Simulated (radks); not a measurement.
Values are calculated unless marked as measured or tabulated.
All-electron atom: the iridium ion Ir+ in [Xe] 4f14 5d7 6s1 (the NIST ground configuration). Level of theory: Dirac Kohn-Sham, BLYP, spin-unpolarised, spherical densities, finite nucleus; open shells fill j = l - 1/2 first; Fermi nuclear charge, rms radius 5.4032 fm (a radial shooting solver on a logarithmic mesh with Libxc functionals). Some entries of the table are withheld. Estimate them.

| orbital | occ. | eigenvalue (hartree) | <r> (bohr) |
|---|---|---|---|
| 1s1/2 | 2 | -2792.889 | 0.01744 |
| 2s1/2 | 2 | -488.4776 | (1) |
| 2p1/2 | 2 | -468.0908 | (2) |
| 2p3/2 | 4 | -408.2641 | (3) |
| 3s1/2 | 2 | -114.4557 | 0.1899 |
| 3p1/2 | 2 | -105.2883 | 0.1801 |
| 3p3/2 | 4 | -92.18981 | 0.1954 |
| 3d3/2 | 4 | -76.82485 | 0.1705 |
| 3d5/2 | 6 | -73.99383 | 0.1751 |
| 4s1/2 | 2 | -24.63251 | 0.4233 |
| 4p1/2 | 2 | (4) | 0.4266 |
| 4p3/2 | 4 | (5) | 0.4604 |
| 4d3/2 | 4 | (6) | 0.4719 |
| 4d5/2 | 6 | (7) | 0.4832 |
| 5s1/2 | 2 | -3.88297 | 0.9789 |
| 5p1/2 | 2 | -2.66590 | 1.065 |
| 4f5/2 | 6 | (8) | 0.5316 |
| 4f7/2 | 8 | (9) | 0.5393 |
| 5p3/2 | 4 | -2.16615 | 1.165 |
| 5d3/2 | 4 | -0.58097 | 1.643 |
| 5d5/2 | 3 | -0.53483 | 1.710 |
| 6s1/2 | 1 | -0.49691 | (10) |

Answer. 
(1) 2s1/2 <r> (bohr): 0.07297
(2) 2p1/2 <r> (bohr): 0.06017
(3) 2p3/2 <r> (bohr): 0.06848
(4) 4p1/2 eigenvalue (hartree): -20.75924
(5) 4p3/2 eigenvalue (hartree): -17.65973
(6) 4d3/2 eigenvalue (hartree): -11.29750
(7) 4d5/2 eigenvalue (hartree): -10.72220
(8) 4f5/2 eigenvalue (hartree): -2.63058
(9) 4f7/2 eigenvalue (hartree): -2.51594
(10) 6s1/2 <r> (bohr): 2.720
